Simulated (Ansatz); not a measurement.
## Breaking a bond in H2Te (hydrogen telluride)

The species is H2Te (3 atoms), meant as a singlet with charge 0. SMILES: `[TeH2]`. Geometry: relaxed at PBE0-D4/def2-TZVP.

```xyz
3

Te    0.5790   -0.4640    0.2590
H     0.2517    1.1592    0.2661
H    -0.8416   -0.7601   -0.5383
```

The Te1–H3 distance is scanned; the parts on either side stay rigid. Basis STO-3G, 18 core orbitals frozen in the correlated methods; program Ansatz 0.2.0. FCI is exact within this basis and core. Energies in eV from each method's value at 1.656 Å; methods without a U are spin-restricted. The shape above is that at 1.656 Å.

| distance (Å) | PBE | PBE0 | BHLYP | B2PLYP | CCSDTQ | FCI |
| --- | --- | --- | --- | --- | --- | --- |
| 1.656 | 0.00 | 0.00 | 0.00 | 0.00 | 0.00 | 0.00 |
| 2.070 | 1.02 | 1.18 | 1.32 | 1.21 | 1.03 | 1.03 |
| 2.484 | 2.71 | 3.07 | 3.36 | 3.06 | 2.45 | 2.45 |
| 3.311 | 5.05 | 5.75 | 6.34 | 5.28 | 3.55 | 3.55 |
| 4.139 | 5.88 | 6.76 | 7.52 | 5.28 | 3.64 | 3.64 |

Departure from the FCI curve at its largest: PBE +2.23 eV at 4.14 Å; PBE0 +3.11 eV at 4.14 Å; BHLYP +3.88 eV at 4.14 Å; B2PLYP +1.73 eV at 3.31 Å; CCSDTQ within 0.005 eV. Restricted functionals keep the electrons paired too, and rise too high.
